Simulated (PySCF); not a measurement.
H₄Al₂Br₄N₂, singlet, CAM-B3LYP/def2-SVP optimised geometry.

```
12

Al     0.69    -1.22     0.00
Al    -0.69     1.22     0.00
N      0.00     0.00     1.35
H      0.72     0.41     1.95
H     -0.71    -0.41     1.96
Br    -0.47    -3.16     0.00
Br     2.96    -1.22     0.00
N      0.00     0.00    -1.35
H      0.72     0.41    -1.95
H     -0.71    -0.40    -1.96
Br    -2.96     1.21     0.00
Br     0.46     3.16     0.00
```

Density from CAM-B3LYP/def2-TZVP (PySCF) at that geometry.

Minimum of the electron density along straight lines between bonded atoms, close to the bond critical point (lines longer than 1.1 times the sum of covalent radii, or with two minima, are not listed):

```csv
bond,length / Å,ρ at the minimum / e bohr⁻³,∇²ρ there / e bohr⁻⁵,position (fraction from the first atom)
Al1–N3,1.944,0.073,0.32,0.41
Al2–N3,1.944,0.073,0.32,0.41
N3–H4,1.023,0.324,-1.57,0.74
N3–H5,1.023,0.324,-1.57,0.74
Al1–Br6,2.263,0.066,0.19,0.37
Al1–Br7,2.263,0.066,0.19,0.37
Al1–N8,1.944,0.073,0.32,0.41
Al2–N8,1.944,0.073,0.32,0.41
N8–H9,1.023,0.324,-1.57,0.74
N8–H10,1.023,0.324,-1.57,0.74
Al2–Br11,2.263,0.066,0.19,0.37
Al2–Br12,2.263,0.066,0.19,0.37
```
